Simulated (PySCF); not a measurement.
A GIAO shielding run with PySCF 2.14 (density fitting, non-relativistic, gas phase) on `CO[C@@H](C)CC(=O)[O-]`, [C$_{5}$H$_{9}$O$_{3}$]-:

```
$ OMP_NUM_THREADS=1 python probes_run.py task.json out

{"job": {"kind": "nmr", "xc": "PBE0", "basis": "pcSseg-1"}, "charge": -1, "multiplicity": 1}
C     -2.209144    -0.544767    -0.624901
O     -1.463707    -0.249083     0.515295
C     -0.154557     0.291855     0.237719
C      0.332327     0.927591     1.534285
C      0.851308    -0.722518    -0.272748
C      2.124329     0.034688    -0.882267
O      1.861879     0.990538    -1.622617
O      3.221536    -0.428643    -0.555477
H     -3.202301    -0.845076    -0.284877
H     -2.299130     0.331710    -1.283034
H     -1.771862    -1.364900    -1.208853
H     -0.259903     1.072288    -0.533709
H      1.322111     1.341856     1.366927
H     -0.345937     1.716658     1.855740
H      0.387492     0.171838     2.315088
H      0.424628    -1.313504    -1.087678
H      1.173935    -1.398503     0.521199
```

Hardware: 1 thread of an Arm Neoverse V1, shared host. The job also computes population analyses, field gradients.

**Question.** How large is the calculation?

**Answer.** 64 electrons, 181 basis functions and 936 auxiliary functions.

**Question.** How long does it take, and how much memory does it need?

**Answer.** 30 s of wall time, with 15 SCF cycles and 5 response iterations; peak memory 0.82 GiB. Times on a shared host scatter by some tens of per cent.
